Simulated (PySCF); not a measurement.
# How methods differ on the ionisation energy of Tm⁵⁴⁺

Tm⁵⁴⁺ [Ne] 3s2 3p3 (4S) → Tm⁵⁵⁺ [Ne] 3s2 3p2 (3P), as a difference of total energies. Computed with PySCF 2.14 in an uncontracted even-tempered set (17 s from 14 bohr⁻², ratio 2.5; 12 p from 18 bohr⁻², ratio 2.5; 4 d from 69 bohr⁻², ratio 2.7; 4 f from 100 bohr⁻², ratio 2.7), with scalar relativity by spin-free X2C-1e. Correlated levels: outer shells: 1s2 frozen; virtual orbitals above 40 to 60 times the deepest correlated orbital energy dropped. The calculations carry no spin-orbit coupling.

```json
{"method": "UHF", "ionisation energy (eV)": "5255.6"}
{"method": "LDA", "ionisation energy (eV)": "5255.3"}
{"method": "PBE", "ionisation energy (eV)": "5256.3"}
{"method": "PBE0", "ionisation energy (eV)": "5256.5"}
{"method": "r2SCAN", "ionisation energy (eV)": "5257.6"}
{"method": "r2SCANh", "ionisation energy (eV)": "5257.6"}
{"method": "BHandHLYP", "ionisation energy (eV)": "5256.8"}
{"method": "MP2 (outer shells)", "ionisation energy (eV)": "5256.2"}
{"method": "SCS-MP2 (outer shells)", "ionisation energy (eV)": "5255.9"}
```

Spin-orbit coupling is strong in these open shells (close to jj coupling). The scalar numbers leave it out and a first-order estimate fails, so it can dominate the gap to the real levels.

The ground level that NIST lists for one species does not belong to the high-spin term computed here, so part of any gap is the choice of state.

Breit and QED terms and the two-electron picture change are absent.

For comparison: 5157 ± 5 eV (theoretical estimate listed by NIST; NIST Atomic Spectra Database, ionization energies).
